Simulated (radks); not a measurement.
Values are calculated unless marked as measured or tabulated.
Be+, 3 electrons, occupied as [He] 2s1 (the NIST ground configuration).

Code: a radial shooting solver on a logarithmic mesh with Libxc functionals. Model: Dirac Kohn-Sham, LDA (Slater exchange, Perdew-Wang correlation), spin-unpolarised, spherical densities, point nucleus.

Energy parts (Ry):
part                     energy
total                 -28.19941
kinetic                27.97440
electron-nucleus      -63.11922
Hartree                11.53374
exchange-correlation   -4.58833

Orbitals (lengths in bohr, moments of r in powers of bohr; <r^-3> diverges for s and p1/2; r(max) is where P^2 peaks):
[
 {"orbital": "1s1/2", "occ.": "2", "eigenvalue (Ry)": "-8.55692", "r(max)": "0.2683", "<r^-3>": "-", "<1/r>": "3.635"},
 {"orbital": "2s1/2", "occ.": "1", "eigenvalue (Ry)": "-1.00256", "r(max)": "1.890", "<r^-3>": "-", "<1/r>": "0.6205"}
]

The highest occupied level is 2s1/2 at -13.640 eV. Summed over all electrons, <r^2> = 6.716 bohr^2, which gives a Langevin (diamagnetic) susceptibility term of -5.32 x 10^-6 cm^3/mol.
